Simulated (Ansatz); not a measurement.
A nudged elastic band was laid between two geometries of CH5BN2Si (10 atoms, charge 0, multiplicity 1).

All numbers below come from RHF/def2-SVP (Ansatz 0.2.0).

| Quantity | Value |
| --- | --- |
| movable images | 7 |
| climbing image | yes |
| spring | 5.0 eV/Å² |
| optimiser | quadratic models (default) |
| start path | through a guess of the saddle point |
| force threshold | 0.05 eV/Å |
| iteration limit | 32 |
| end points | relaxed |

Image 0:

```xyz
10
Properties=species:S:1:pos:R:3
Si -1.100 -1.333 -0.557
B 0.365 -0.148 0.227
N 0.700 0.226 1.607
C 1.102 1.276 1.008
N 1.221 0.928 -0.346
H -2.387 -0.590 -0.524
H -0.806 -1.680 -1.971
H -1.248 -2.583 0.224
H 1.257 2.279 1.410
H 0.980 1.574 -1.076
```

Image 8:

```xyz
10
Properties=species:S:1:pos:R:3
Si -1.058 -1.338 -0.625
B 0.434 -0.045 -0.110
N 1.547 -0.155 0.844
C 1.360 1.103 0.895
N 0.603 1.428 -0.241
H -1.807 -0.847 -1.811
H -0.508 -2.681 -0.927
H -2.012 -1.452 0.509
H 1.640 1.808 1.680
H -0.116 2.128 -0.210
```

What changes between the two ends?

No bond is made or broken. The dihedral H7–Si1–B2–N3 goes from -165 to -49°.

Give the energies along the band, and the barrier.

It converged. The highest image is number 4 of 0 to 8, 0.5 kJ/mol above the ends, which have the same energy within 2 meV. The top lies less than 8 meV above the higher end, about what the thresholds resolve: that end is a shoulder or a very shallow well. A vibrational analysis at the climbing image gives no mode beyond 40i cm⁻¹: the surface is too flat there to confirm a saddle point.

```csv
image,path coordinate (Å),energy (kJ/mol),dihedral H7–Si1–B2–N3 (°)
0,0.00,0.0,-165
1,0.47,0.0,-150
2,0.93,0.2,-134
3,1.40,0.4,-118
4,1.87,0.5,-102
5,2.28,0.5,-88
6,2.68,0.3,-75
7,3.09,0.2,-62
8,3.50,0.0,-49
```

What is the geometry of the highest image?


```xyz
10
Properties=species:S:1:pos:R:3:forces:R:3
Si -1.077 -1.354 -0.574 0.00 0.00 0.00
B 0.407 -0.103 0.061 0.01 0.00 0.00
N 1.232 -0.056 1.277 -0.01 0.00 0.00
C 1.260 1.179 0.966 0.00 0.00 0.00
N 0.851 1.250 -0.374 0.00 0.00 0.00
H -2.164 -0.580 -1.229 0.00 0.00 0.00
H -0.521 -2.304 -1.571 0.00 0.00 0.00
H -1.653 -2.124 0.554 0.00 0.00 0.00
H 1.475 2.041 1.600 0.00 0.00 0.00
H 0.272 2.000 -0.707 0.00 0.00 0.00
```

The band took 29 iterations and about 14 core-minutes.

Run time: 14 min on 1 CPU thread of a shared host.
